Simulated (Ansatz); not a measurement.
## C4H6Ge: where a starting geometry ends

The starting geometry of this gas-phase singlet was optimised with GFN2-xTB; its bonds are those of `C#C/C=[CH]/[GeH3]`.

```xyz
11

C     0.3465   -3.4643    1.0023
C    -0.0279   -2.5105    0.3744
C    -0.4703   -1.3934   -0.3611
C    -1.6209   -1.3646   -1.0380
Ge   -2.2314    0.1637   -2.0578
H     0.6813   -4.2948    1.5486
H     0.1911   -0.5340   -0.3486
H    -2.2517   -2.2459   -1.0220
H    -2.4204   -0.1921   -3.4976
H    -1.2483    1.2837   -1.9668
H    -3.5512    0.6531   -1.5545
```

Problem. Where would you expect an optimisation with B3LYP/def2-SVP to take it?

Solution. It keeps its bonds, and is `C#C/C=[CH]/[GeH3]`.

The energy falls by 0.12 eV over 7 steps:

```csv
step,E − E(last) (eV)
1,0.119
2,0.006
3,0.001
4,0.000
5,0.000
6,0.000
7,0.000
```

Final geometry (Å):

```tsv
atom	x (Å)	y (Å)	z (Å)
C	0.3854	-3.4744	1.0300
C	-0.0294	-2.5327	0.3836
C	-0.4897	-1.4095	-0.3676
C	-1.6493	-1.3692	-1.0574
Ge	-2.2435	0.1862	-2.0726
H	0.7448	-4.3109	1.5992
H	0.1743	-0.5344	-0.3602
H	-2.2892	-2.2597	-1.0444
H	-2.4243	-0.1830	-3.5606
H	-1.1830	1.2975	-1.9371
H	-3.5993	0.6910	-1.5340
```

No frequencies were run, so the end isn't proven a minimum. Run with Ansatz 0.2.0, 18 s on 2 threads of Intel(R) Xeon(R) 6975P-C (Granite Rapids), on a shared host.
